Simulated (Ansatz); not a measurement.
The cluster K4⁺, relaxed as a doublet with UKS B3LYP/def2-TZVP in Ansatz, starting from the GFN2-xTB geometry. Force threshold 0.02 eV/Å.

The relaxation made no stability test and no search for a lower SCF solution. The structure comes from a short search, and lower isomers may exist.

Start:

Cartesian coordinates in Å:
```
K 2.5165 -0.5849 2.8897
K 1.1221 -2.4225 0.1007
K -0.0354 1.5168 -1.8269
K -3.6032 1.4905 -1.1636
```

| step | energy (eV) | largest force component (eV/Å) | SCF passes |
| --- | --- | --- | --- |
| 1 | -65296.4914 | 0.411 | 16 |
| 2 | -65296.5469 | 0.360 | 20 |
| 3 | -65296.6924 | 0.161 | 20 |
| 4 | -65296.7463 | 0.063 | 21 |
| 5 | -65296.7696 | 0.033 | 21 |
| 6 | -65296.7767 | 0.027 | 21 |
| 7 | -65296.7839 | 0.020 | 21 |
| 8 | -65296.7941 | 0.017 | 21 |
| 9 | -65296.8057 | 0.021 | 21 |
| 10 | -65296.8174 | 0.025 | 22 |
| 11 | -65296.8291 | 0.023 | 21 |
| 12 | -65296.8374 | 0.013 | 21 |
| 13 | -65296.8414 | 0.006 | 21 |
| 14 | -65296.8418 | 0.012 | 20 |

Force components are those of the run's own axes.

End:

Cartesian coordinates in Å:
```
K 3.532 -0.411 2.140
K -0.421 -2.010 0.216
K 0.463 1.991 -0.324
K -3.575 0.430 -2.032
```

Bonds formed: K1–K3, K2–K4 (atoms count from 1). Metal–metal contacts that move far: K1–K2 3.62 to 4.68 Å.

The force fell under the threshold at step 8, but the optimiser went on and released 0.048 eV more. No frequencies were taken in this run, so the end may be a saddle point.

It took 47 s on 4 threads of Arm Neoverse V2 on a shared host.
